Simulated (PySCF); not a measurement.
Excitations are Tamm–Dancoff values on a coarser integration grid. The basis has no diffuse functions, so Rydberg states are missing or too high.

## H₃BS₃, SMILES `SB(S)S` (charge 0, multiplicity 1)

These are PBE-D3(BJ)/def2-TZVP // PBE0-D3(BJ)/def2-TZVP run with PySCF 2.14.0 values and carry that method's errors.

- HOMO = -6.36 eV
- dipole moment = 1.58 D
- HOMO–LUMO gap = 4.77 eV
- LUMO = -1.59 eV
- S1 excitation (TDA) = 4.84 eV
- S1 oscillator strength = 0.000
- brightest of the four lowest singlets (TDA) = 5.66 eV
- T1 excitation (TDA) = 4.48 eV
- S1–T1 gap (TDA) = 0.37 eV
- total energy = -33220.10 eV
- cost = roughly 3 core-minutes

```xyz
7

S     -1.5093    -1.0432     0.2088
B      0.1106    -0.3149    -0.1023
S      0.4716     1.4395    -0.2922
S      1.4704    -1.4968    -0.2277
H     -2.2164     0.0963     0.2344
H     -0.7718     1.9186    -0.1317
H      2.4449    -0.5994    -0.4492
```
